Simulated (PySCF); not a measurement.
CH₃S, charge -1, singlet, at a GFN2-xTB geometry (in this run its highest filled SCF level lies above zero, so its values depend strongly on the basis, on diffuse functions most of all); R2SCAN/STO-3G (PySCF).

PySCF was given this input:
```python
from pyscf import gto, scf, dft

mol = gto.M(
    atom='''
C    -0.031589    1.108495    0.006189
S     0.019821   -0.695564   -0.003883
H    -1.068375    1.463682   -0.032915
H     0.434815    1.501210    0.917701
H     0.505949    1.513161   -0.859785
''',
    basis='sto-3g',
    charge=-1,
    spin=0,
    verbose=4,
)

mf = dft.RKS(mol)
mf.xc = 'r2scan'
mf.conv_tol = 1e-7
mf.kernel()
mf.analyze()
```

The log (banner, timings and long lists left out):

```
PySCF version 2.14.0

[INPUT] verbose = 4
[INPUT] num. atoms = 5
[INPUT] num. electrons = 26
[INPUT] charge = -1
[INPUT] spin (= nelec alpha-beta = 2S) = 0
[INPUT] symmetry False subgroup None
[INPUT] Mole.unit = angstrom
[INPUT] Symbol           X                Y                Z      unit          X                Y                Z       unit  Magmom
[INPUT]  1 C     -0.031589000000   1.108495000000   0.006189000000 AA   -0.059694558549   2.094751960450   0.011695514985 Bohr   0.0
[INPUT]  2 S      0.019821000000  -0.695564000000  -0.003883000000 AA    0.037456261515  -1.314425462107  -0.007337806542 Bohr   0.0
[INPUT]  3 H     -1.068375000000   1.463682000000  -0.032915000000 AA   -2.018936148332   2.765958113456  -0.062200335390 Bohr   0.0
[INPUT]  4 H      0.434815000000   1.501210000000   0.917701000000 AA    0.821681264853   2.836875755458   1.734203554239 Bohr   0.0
[INPUT]  5 H      0.505949000000   1.513161000000  -0.859785000000 AA    0.956105042998   2.859459872373  -1.624758176009 Bohr   0.0

nuclear repulsion = 48.2298310562048
number of shells = 11
number of NR pGTOs = 51
number of NR cGTOs = 17
basis = sto-3g
ecp = {}

******** <class 'pyscf.dft.rks.RKS'> ********
method = RKS
initial guess = minao
damping factor = 0
level_shift factor = 0
DIIS = <class 'pyscf.scf.diis.CDIIS'>
diis_start_cycle = 1
diis_space = 8
diis_damp = 0
SCF conv_tol = 1e-07
SCF conv_tol_grad = None
SCF max_cycles = 50
direct_scf = True
direct_scf_tol = 1e-13
XC library pyscf.dft.libxc version 7.1.2
    S. Lehtola, C. Steigemann, M. J. T. Oliveira, and M. A. L. Marques,  SoftwareX 7, 1–5 (2018)
XC functionals = r2scan
    J. W. Furness, A. D. Kaplan, J. Ning, J. P. Perdew, and J. Sun,  J. Phys. Chem. Lett. 11, 8208–8215 (2020)
    J. W. Furness, A. D. Kaplan, J. Ning, J. P. Perdew, and J. Sun,  J. Phys. Chem. Lett. 11, 9248–9248 (2020)
    J. W. Furness, A. D. Kaplan, J. Ning, J. P. Perdew, and J. Sun,  J. Phys. Chem. Lett. 11, 8208–8215 (2020)
    J. W. Furness, A. D. Kaplan, J. Ning, J. P. Perdew, and J. Sun,  J. Phys. Chem. Lett. 11, 9248–9248 (2020)
radial grids:
    Treutler-Ahlrichs [JCP 102, 346 (1995); DOI:10.1063/1.469408] (M4) radial grids

becke partition: Becke, JCP 88, 2547 (1988); DOI:10.1063/1.454033
pruning grids: <function nwchem_prune>
grids dens level: 3
symmetrized grids: False
atomic radii adjust function: <function treutler_atomic_radii_adjust>
small_rho_cutoff = 0
Set gradient conv threshold to 0.000316228
Initial guess from minao.
tot grids = 62424
init E= -432.837033074313
  HOMO = -0.204226975421615  LUMO = 0.138273606307649  gap/eV = 9.31992
cycle= 1 E= -432.918784002155  delta_E= -0.0818  |g|= 0.293  |ddm|= 2.74
  HOMO = 0.418461631007628  LUMO = 0.662502974436285  gap/eV = 6.64070
cycle= 2 E= -432.94525019439  delta_E= -0.0265  |g|= 0.21  |ddm|= 1.37
  HOMO = 0.346496238892027  LUMO = 0.642811417906695  gap/eV = 8.06315
cycle= 3 E= -432.967664269472  delta_E= -0.0224  |g|= 0.0735  |ddm|= 0.679
  HOMO = 0.345158442224962  LUMO = 0.630408978594274  gap/eV = 7.76206
cycle= 4 E= -432.9693962783  delta_E= -0.00173  |g|= 0.00855  |ddm|= 0.113
  HOMO = 0.346102872944648  LUMO = 0.631341444409047  gap/eV = 7.76174
cycle= 5 E= -432.969419824074  delta_E= -2.35e-05  |g|= 0.000268  |ddm|= 0.0123
  HOMO = 0.34615688204064  LUMO = 0.631392214174598  gap/eV = 7.76165
cycle= 6 E= -432.969419864566  delta_E= -4.05e-08  |g|= 8.37e-06  |ddm|= 0.000803
  HOMO = 0.346155199960265  LUMO = 0.631389330485227  gap/eV = 7.76162
Extra cycle  E= -432.969419864576  delta_E= -1.05e-11  |g|= 8.12e-06  |ddm|= 3.22e-05
converged SCF energy = -432.969419864576
**** SCF Summaries ****
Total Energy =                        -432.969419864576480
Nuclear Repulsion Energy =              48.229831056204844
One-electron Energy =                 -706.524258540554911
Two-electron Energy =                  225.325007619773629
Two-electron Coulomb Energy =          258.204637126033049
DFT Exchange-Correlation Energy =      -32.879629506259420
HOMO-LUMO gap [eV] =                     7.761616031793813
**** MO energy ****
MO #1   energy= -86.7024458442778  occ= 2
MO #2   energy= -9.54664489715393  occ= 2
MO #3   energy= -6.89851664969343  occ= 2
MO #4   energy= -4.84405583443215  occ= 2
MO #5   energy= -4.81880065733392  occ= 2
MO #6   energy= -4.81879964237224  occ= 2
MO #7   energy= -0.360645101969038 occ= 2
MO #8   energy= -0.121025228258717 occ= 2
MO #9   energy= -0.0686653895570414 occ= 2
MO #10  energy= -0.0686648338505897 occ= 2
MO #11  energy= 0.134230656658252  occ= 2
MO #12  energy= 0.346154944925344  occ= 2
MO #13  energy= 0.346155199960265  occ= 2
MO #14  energy= 0.631389330485227  occ= 0
MO #15  energy= 0.704051814906442  occ= 0
MO #16  energy= 0.704052789427912  occ= 0
MO #17  energy= 0.704987344191845  occ= 0
 ** Mulliken pop on meta-lowdin orthogonal AOs  **
 ** Mulliken pop  **
pop of  0 C 1s            1.99959
pop of  0 C 2s            1.08268
pop of  0 C 2px           0.99471
pop of  0 C 2py           1.16840
pop of  0 C 2pz           0.99457
pop of  1 S 1s            2.00000
pop of  1 S 2s            1.99978
pop of  1 S 3s            1.89965
pop of  1 S 2px           1.99994
pop of  1 S 2py           1.99837
pop of  1 S 2pz           1.99994
pop of  1 S 3px           1.95700
pop of  1 S 3py           0.86143
pop of  1 S 3pz           1.95786
pop of  2 H 1s            1.02868
pop of  3 H 1s            1.02869
pop of  4 H 1s            1.02869
 ** Mulliken atomic charges  **
charge of    0C =     -0.23996
charge of    1S =     -0.67398
charge of    2H =     -0.02868
charge of    3H =     -0.02869
charge of    4H =     -0.02869

WARN: System has nonzero charge -1; the dipole moment is origin-dependent.
Location of origin: [0. 0. 0.]

Dipole moment(X, Y, Z, Debye): -0.04529,  1.58947,  0.00887
```
